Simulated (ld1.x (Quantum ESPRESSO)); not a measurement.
H: one change to a TM potential, before and after

ld1.x (Quantum ESPRESSO) 7.5 input, shortened:

```
&input
   title='H', zed=1., rel=1, dft='BLYP', iswitch=3,
   config='1s1 2p-2'
 /
 &inputp
   pseudotype=2, tm=.true., lloc=1,
   nlcc=.false.
 /
2
1S  1  0   1.00   0.00  0.85  0.85  0.0
2P  2  1  -2.00   0.40  0.80  0.80  0.0
 &test
   configts(1)='1s1'
 /
```

Change: all radii scaled by about 1.41 (s 1.20, p 1.12 bohr).

Cutoffs: the cutoffs (Ry, on a coarse ladder) from which the occupation-weighted sum of valence levels, in a spherical-Bessel basis at the reference potential, stays within 10 and 1 mRy of its value at 400 Ry; they do not see the model core or the augmentation charge, which bear on the density cutoff. Errors are all-electron minus pseudo energies relative to the spin-unpolarised reference configuration.

Task: Predict the effect on cutoff, ghosts and configuration errors.

Result: The potential gets softer (30 Ry and 60 Ry → 21 Ry and 40 Ry); neither file shows a bound ghost. A larger radius leaves more room for a smooth pseudo-wave, so fewer plane waves are needed.

```
                         quantity   base  changed
                    cutoff, loose  30 Ry    21 Ry
                    cutoff, tight  60 Ry    40 Ry
                     bound ghosts   none     none
error for 1s0.5, meV [ΔE 4.78 eV]   -9.3     -7.8
```
